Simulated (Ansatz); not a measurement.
Computed with Ansatz on PBE0-D4/def2-TZVP structures; ΔE is electronic, products minus reactants. CCSD(T)/CBS adds triple-zeta CCSD(T) − MP2 to the extrapolated MP2 energy (def2 sets, frozen cores). This one scheme is used for every species, atoms too. Functionals use def2-TZVPP. B3LYP here is the variant with VWN-RPA as its local correlation; programs differ in this. No spin–orbit coupling; open shells (•) take unrestricted orbitals. Spin–orbit coupling would lower the free atoms: a little for C, F, O; strongly for Sn. def2 core potentials past Kr. Bonds to Sn are less sure, by a few kJ/mol each and by 10 to 20 or more in all where they break to atoms, as the def2 sets lack core-valence functions. Each species was taken in one conformer, which may not be the lowest.

`C[N](C)[SnH]([OH])[F]` → 2 C• + F• + 8 H• + N• + O• + Sn•  (atomization)

```
             level  ΔE (kcal/mol)  difference from CCSD(T)/CBS
            PBE-D4         1204.8                         15.5
         r2SCAN-D4         1179.3                        -10.0
           PBE0-D4         1176.4                        -12.9
          B3LYP-D4         1179.3                        -10.0
           ωB97X-V         1187.1                         -2.2
           ωB97M-V         1182.7                         -6.6
            B2PLYP         1166.9                        -22.4
               PBE         1197.6                          8.3
            r2SCAN         1177.5                        -11.8
              PBE0         1170.3                        -19.0
             B3LYP         1167.8                        -21.5
     HF/def2-TZVPP          819.8                       -369.5
    MP2/def2-TZVPP         1168.6                        -20.7
SCS-MP2/def2-TZVPP         1164.6                        -24.7
   CCSD/def2-TZVPP         1132.2                        -57.1
CCSD(T)/def2-TZVPP         1151.9                        -37.4
     HF/def2-QZVPP          823.2                       -366.1
    MP2/def2-QZVPP         1191.2                          1.9
SCS-MP2/def2-QZVPP         1189.8                          0.5
      HF/CBS(def2)          823.7                       -365.6
     MP2/CBS(def2)         1206.0                         16.7
    CCSD/CBS(def2)         1169.6                        -19.7
       CCSD(T)/CBS         1189.3                            0
```

Largest T1 diagnostic among the species: 0.013.

From PBE to PBE0 (25 % exact exchange), in def2-TZVPP and without D4, ΔE moves by −27.3 kcal/mol: exact exchange takes away binding that semilocal exchange gives to molecules. The D4 term adds +11.5 kcal/mol with B3LYP and +6.1 kcal/mol with PBE0; it sums over pairs of atoms, weighted by their polarisabilities, and B3LYP, whose exchange is more repulsive, gets the larger term. In def2-TZVPP, CCSD(T) changes the Hartree–Fock value by +332.1 kcal/mol (the triples alone add +19.7 kcal/mol) and MP2 by +348.8 kcal/mol; breaking electron pairs costs correlation energy, which Hartree–Fock lacks.

For atomizations the MP2-based limit and the directly extrapolated one differ by several kJ/mol either way, and by 10 to 25 for some Ge, Se and Sn compounds, so smaller differences from it don't rank the levels.
